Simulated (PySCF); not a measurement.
## One reaction down a group: Mg, Sr, Ba

The same gas-phase reaction for Mg, Sr, Ba:
- MgCl2 + Mg → 2 MgCl
- SrCl2 + Sr → 2 SrCl
- BaCl2 + Ba → 2 BaCl

Method: PySCF energies plus ideal-gas RRHO corrections (1 bar). S°(298 K) at PBE0/def2-TZVP differs from the NASA 1993 table for BaCl2 (-5 J/mol/K); whether the harmonic model or the table's entry is off was not settled. † marks an energy on the PBE0/def2-TZVP geometry and frequencies. MP2 freezes the core. Open shells (unrestricted): MgCl (multiplicity 2), SrCl (multiplicity 2), BaCl (multiplicity 2); the rest are closed-shell singlets. B3LYP is the form with VWN-RPA correlation. For Mg the outer core is correlated in a valence basis, which is rough. Ba, Sr: scalar-relativistic def2 core potential, no spin-orbit coupling. MP2 isn't extrapolated to the basis-set limit. The harmonic model lacks anharmonicity and excited electronic states, which grow with temperature; levels with a mode under 35 cm⁻¹ are left out. Soft modes under 120 cm⁻¹ make the harmonic entropy rough for MgCl2, SrCl2, BaCl2.

ΔH°(298 K) in kJ, by level:

```csv
level,Mg,Sr,Ba
ωB97M-V/def2-TZVP†,166.1,77.2,55.0
B3LYP/def2-TZVP†,137.6,50.3,25.9
MP2/def2-SVP†,123.8,59.9,34.3
BLYP/def2-TZVP†,137.9,47.5,23.0
HF/def2-TZVP†,73.7,10.5,-6.2
r2SCAN/def2-TZVP†,108.0,27.2,3.2
```

At ωB97M-V/def2-TZVP†, ΔH° falls from Mg to Ba, over a range of 111.1 kJ; the steps are -88.9, -22.2 kJ. 6 of the 6 levels shown give the same order. The levels scatter most for Mg (92.4 kJ between the highest and the lowest) and least for Ba (61.2 kJ). ΔS°(298 K) runs from 26.7 to 46.2 J/K, so TΔS° at 298 K spreads over 5.8 kJ among the members, against 111.1 kJ for ΔH°.

Free energies at ωB97M-V/def2-TZVP†:

```
member  ΔS°(298 K), J/K  ΔG°(298 K), kJ  ΔG°(2500 K), kJ         ΔG° changes sign
------  ---------------  --------------  ---------------  -----------------------
Mg                 46.2             152               75  none from 298 to 2500 K
Sr                 26.7              69               23  none from 298 to 2500 K
Ba                 26.9              47                1  none from 298 to 2500 K
```

The NASA 1993 table, where it holds all species, gives ΔH°(298 K) = 158 kJ for Mg, 62 kJ for Sr, 35 kJ for Ba; its entries are part measured, part old estimates, and weren't checked at source. After a fit of one offset per element over all species, the range-separated, M06-2X, PBE0/def2-QZVP and CCSD(T)/def2-TZVPP enthalpies, where run, lie to one side of the table for MgCl (-24 kJ/mol): a fault of the table's entry, another state or a shared error of the levels is possible; this was not checked at source.
